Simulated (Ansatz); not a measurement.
```yaml
atoms:
  - { symbol: H, position_ang: [-0.0397, 0.0205, 1.5053] }
  - { symbol: C, position_ang: [0.0361, -0.0212, 0.3888] }
  - { symbol: C, position_ang: [1.4587, -0.0408, -0.0887] }
  - { symbol: C, position_ang: [-0.7500, 1.3153, -0.0527] }
  - { symbol: C, position_ang: [-0.7825, -1.2805, -0.1146] }
  - { symbol: H, position_ang: [1.5014, -0.0203, -1.1412] }
  - { symbol: H, position_ang: [1.9630, 0.8451, 0.2329] }
  - { symbol: H, position_ang: [1.9902, -0.9205, 0.2195] }
  - { symbol: H, position_ang: [-0.7175, 1.2925, -1.1457] }
  - { symbol: H, position_ang: [-1.7792, 1.3217, 0.2583] }
  - { symbol: H, position_ang: [-0.2452, 2.2012, 0.3238] }
  - { symbol: H, position_ang: [-0.7365, -1.3136, -1.1526] }
  - { symbol: H, position_ang: [-0.2450, -2.1526, 0.2189] }
  - { symbol: H, position_ang: [-1.8002, -1.3396, 0.2527] }
```

Basis set: 6-31G (spherical functions). Frozen core: 4 orbitals. Charge 0, multiplicity 1.

Computed with Ansatz (development build ahead of 0.2.0); each method stands on the lowest determinant of its kind that the runs found. Restricted open shells among the atoms or ions are ROHF, correlated in semicanonical orbitals with singles.

(1) Give the atomization energy at this shape (free ground-state atoms in the same class of orbitals less the molecule, no zero-point energy) of singlet C₄H₁₀ by RHF-MP2, RHF.

Answers

(1)

```tsv
method	atomization energy
RHF-MP2	4745.8 kJ/mol
RHF	4024.5 kJ/mol
```

This basis has no polarisation functions and is too small for such energies, which can lie far from measured ones in either direction.
